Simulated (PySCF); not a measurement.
1-bromo-3-fluoropropa-1,2-diene (C3H2BrF), SMILES FC=C=CBr.

Coordinates come from a B3LYP-D3(BJ)/def2-SVP optimisation.

Computed with TDA-PBE/def2-SVPD (PySCF).

Vertical excitations. 

Computed UV-visible absorptions:
```tsv
state	energy (eV)	λ (nm)	f	main pairs
S1	4.63	268	0.001	HOMO→LUMO 97 %
S2	4.86	255	0.001	HOMO−1→LUMO+1 96 %
S3	5.16	240	0.001	HOMO−1→LUMO 33 %, HOMO→LUMO+1 32 %, HOMO−2→LUMO 25 %
S4	5.22	238	0.000	HOMO−2→LUMO+1 92 %
S5	5.27	235	0.003	HOMO−2→LUMO 64 %, HOMO→LUMO+1 19 %
S6	6.12	203	0.422	HOMO−1→LUMO 30 %, HOMO→LUMO+1 25 %, HOMO−1→LUMO+2 22 %, HOMO−3→LUMO+1 13 %
S7	6.36	195	0.006	HOMO→LUMO+2 96 %
S8	6.70	185	0.000	HOMO−3→LUMO 96 %
S9	6.91	180	0.239	HOMO−1→LUMO+2 47 %, HOMO−1→LUMO+3 26 %, HOMO−1→LUMO 8 %
S10	7.05	176	0.002	HOMO−2→LUMO+2 89 %
T1	3.91	317	0	HOMO−1→LUMO 60 %, HOMO→LUMO+1 34 %
T2	4.01	309	0	HOMO→LUMO+1 61 %, HOMO−1→LUMO 35 %
T3	4.19	296	0	HOMO→LUMO 98 %
T4	4.47	277	0	HOMO−1→LUMO+1 98 %
```
Triplets are in the Tamm–Dancoff approximation.
